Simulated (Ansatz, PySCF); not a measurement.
Breaking the Si2–Cl1 bond in Cl2H2Si (SMILES Cl[SiH2]Cl) (multiplicity 1 held, fragments rigid). Energies count from the point at 2.052 Å.
Geometry at that point (charge 0, multiplicity 1):
```xyz
5

Cl    -1.6761     0.4337    -0.0037
Si    -0.0115    -0.7660     0.0237
Cl     1.6883     0.3828    -0.0216
H     -0.0165    -1.5412     1.2727
H     -0.0307    -1.6168    -1.1749
```

R- and RO- levels are restricted; in cc, def2 and unpolarised 6-31G sets they are followed outwards from rest. U- levels take the lowest unrestricted solution at each point, which mixes spins at long bonds. Active spaces are followed from a long bond inwards. Curves can end on different states.

Cores are frozen in the correlated methods. Rows in 6-31G* carry no dispersion term and start afresh at each structure (6-31G* with six Cartesian d functions).

Programs: Ansatz (Gaussian basis) for Hartree–Fock, density functionals and correlated methods; PySCF for 6-31G* rows. 

```csv
level,energy at R = 6.567 Å (kcal/mol)
R-HF/6-31G*,169.69
R-B3LYP/cc-pV(T+d)Z,125.54
U-B3LYP/cc-pV(T+d)Z,104.19
R-wB97X-V/cc-pV(T+d)Z,163.48
U-wB97X-V/cc-pV(T+d)Z,112.91
R-MP2/cc-pV(T+d)Z,138.73
"CASSCF(6,4)/cc-pV(T+d)Z",[?]
"FIC-NEVPT4(SD) on CASSCF(6,4)/cc-pV(T+d)Z",108.07
"FIC-MRCISD+Q on CASSCF(6,4)/cc-pV(T+d)Z",108.24
```

Q: Complete the blanks.

A: 
- CASSCF(6,4)/cc-pV(T+d)Z, energy at R = 6.567 Å (kcal/mol): 96.81

Doubts at one or more of the structures used: a restricted determinant that unrestricted orbitals would lower (R-HF/6-31G*, R-B3LYP/cc-pV(T+d)Z, R-wB97X-V/cc-pV(T+d)Z, R-MP2/cc-pV(T+d)Z); a spin-contaminated determinant (U-B3LYP/cc-pV(T+d)Z, U-wB97X-V/cc-pV(T+d)Z); active orbitals that take no part (CASSCF(6,4)/cc-pV(T+d)Z, FIC-NEVPT4(SD) on CASSCF(6,4)/cc-pV(T+d)Z, FIC-MRCISD+Q on CASSCF(6,4)/cc-pV(T+d)Z).

Ansatz is a first-principles code.
